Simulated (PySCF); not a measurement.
**Stretching CsGa**

Set-up: Cs def2-SVP with ECP46, Ga def2-SVP; scalar-relativistic core potentials (PySCF 2.14). Energies in eV from Cs + Ga in their ground configurations at the same level. State: ³Π (triplet), unpaired electrons σ ↑, π ↑.

All columns are PBE0. A positive dipole means Cs(−)Ga(+).

| R (Å) | E (eV) | μ (D) | Mulliken charge on Cs (basis-dependent) | HOMO (eV) | LUMO (eV) | Mayer bond order | ⟨S²⟩ |
| --- | --- | --- | --- | --- | --- | --- | --- |
| 3.169 | -0.395 | -6.34 | 0.37 | -2.99 | -1.50 | 0.91 | 2.00 |
| 3.317 | -0.518 | -6.79 | 0.37 | -3.02 | -1.41 | 0.90 | 2.00 |
| 3.464 | -0.585 | -7.13 | 0.37 | -2.94 | -1.34 | 0.89 | 2.00 |
| 3.575 | -0.608 | -7.33 | 0.36 | -2.89 | -1.29 | 0.88 | 2.00 |
| 3.685 | -0.613 | -7.48 | 0.36 | -2.85 | -1.28 | 0.87 | 2.00 |
| 3.796 | -0.606 | -7.59 | 0.35 | -2.82 | -1.30 | 0.85 | 2.00 |
| 3.943 | -0.582 | -7.67 | 0.33 | -2.79 | -1.34 | 0.83 | 2.00 |
| 4.127 | -0.538 | -7.67 | 0.31 | -2.78 | -1.37 | 0.80 | 2.00 |
| 4.348 | -0.475 | -7.56 | 0.29 | -2.78 | -1.42 | 0.74 | 2.00 |
| 4.643 | -0.389 | -7.24 | 0.25 | -2.82 | -1.47 | 0.66 | 2.00 |

A fit through these points gives, at Re = 3.672 Å, μ = -7.47 D and dμ/dR = -1.21 D/Å; the reduced mass is 45.39 u.

Problem. How strong is the fundamental in the double-harmonic approximation, I = 42.26·(dμ/dR)²/μred km/mol?

Solution. I = 42.26·(-1.21)²/45.39 = 1.36 km/mol at PBE0.

Spin–orbit coupling is left out, which matters for elements this heavy, above all for dissociation energies. The state was picked by a PBE0 search and need not be the measured ground state.
